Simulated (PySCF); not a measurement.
Atom-mapped SMILES (the numbers label the heavy atoms): `[CH2:1]=[CH:2]/[CH:3]=[P:4]/[P:5]([CH3:6])[CH3:7]`. Hydrogens are named by the atom that carries them. Ha(C1) is cis to C3; Hb(C1) is trans to C3.

Non-relativistic Hamiltonian, isolated molecule, one averaged value for each set of equivalent atoms, one conformer. Shielding tensors at PBE0/pcSseg-1 (GIAO); geometry: GFN2-xTB; PySCF.

Referencing at the same level of theory: TMS for ¹³C (σref 186.93) and ¹H (σref 31.72); ³¹P (σref 318.38) against H3PO4.

| atoms | nucleus | count | δ (ppm) |
| --- | --- | --- | --- |
| C3 | ¹³C | 1 | 212.4 |
| H(C3) | ¹H | 1 | 9.75 |
| Ha(C1) | ¹H | 1 | 5.57 |
| P5 | ³¹P | 1 | ? |
| P4 | ³¹P | 1 | 348.2 |
| C6/C7 | ¹³C | 2 | 17.6 |
| H(C6)/H(C7) | ¹H | 6 | 1.23 |
| C1 | ¹³C | 1 | 129.2 |
| C2 | ¹³C | 1 | ? |
| H(C2) | ¹H | 1 | ? |
| Hb(C1) | ¹H | 1 | 5.73 |

Estimate the values marked ?.

Results:


- C2: 149.4 ppm, alkene CH; as expected for a trigonal carbon in a double bond
- H(C2): 7.25 ppm, hydrogen on an alkene CH; attached to an sp2 carbon and in the plane of the double bond
- P5: -55.3 ppm, phosphorus bonded to 2 C, P

Shifts are as computed. Against solution values, carbons near 30 ppm lie about +3 ppm off and those near 130 ppm about +5 ppm. Of 1211 compounds with measured shifts, 218 miss one by over three times the rms of a fit or turn the order of signals round; such compounds aren't used in these exercises. Experimental scales use liquid or dissolved standards, which lie at an offset from isolated H3PO4.
